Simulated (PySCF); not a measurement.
Computed shifts of a molecule C₅H₅F, HF/pcSseg-1 (PySCF), GIAO, gas phase, atoms alike by connectivity averaged where their shifts nearly agree, in ppm (number of nuclei): ¹⁹F: -109.2 (1). ¹³C: 172.2 (1), 148.8 (1), 136.6 (1), 111.1 (1), 34.7 (1). ¹H: 7.12 (1), 6.87 (1), 6.19 (1), 3.11 (2). References: ¹⁹F against CFCl3 (σ = 238.5 ppm); ¹³C against TMS (σ = 192.6 ppm); ¹H against TMS (σ = 31.99 ppm), references at their B3LYP-D3(BJ)/def2-TZVP geometries, non-relativistic. Geometry optimised at PBE0-D3(BJ)/def2-SVP. Other conformers were not sampled.

Question: Identify the compound among the candidates.
A. C#CC1(F)CC1
B. FC1=CCC=C1
C. C#C/C=C(/C)F
D. CC#C/C=C\F

Answer: B, FC1=CCC=C1
